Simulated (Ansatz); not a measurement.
Molecule: CdCl2, net charge 0, triplet state. The spin state was set by rule; other spins were not relaxed. 
Geometry from a B3LYP-D3(BJ)/def2-TZVP (Ansatz, a first-principles code) optimisation:
```
Cd
Cl 1 2.6037
Cl 1 2.6037 2 63.28
```
Charge 0, spin multiplicity 3.

Dipole moments at this geometry, in debye (magnitudes).

```tsv
level	program	dipole (D)
SVWN5/def2-TZVPD	Ansatz	3.05
PBE/def2-TZVPD	Ansatz	3.14
BLYP/def2-TZVPD	Ansatz	3.12
r2SCAN/def2-TZVPD	Ansatz	3.28
B97M-V/def2-TZVPD	Ansatz	3.48
B3LYP/def2-TZVPD	Ansatz	3.41
PBE0/def2-TZVPD	Ansatz	3.45
BHLYP/def2-TZVPD	Ansatz	3.67
r2SCAN0/def2-TZVPD	Ansatz	3.50
HSE06/def2-TZVPD	Ansatz	3.44
CAM-B3LYP/def2-TZVPD	Ansatz	3.54
LC-wPBE/def2-TZVPD	Ansatz	3.56
wB97M-V/def2-TZVPD	Ansatz	3.39
CCSD(T)/def2-SVPD	Ansatz	3.44
```
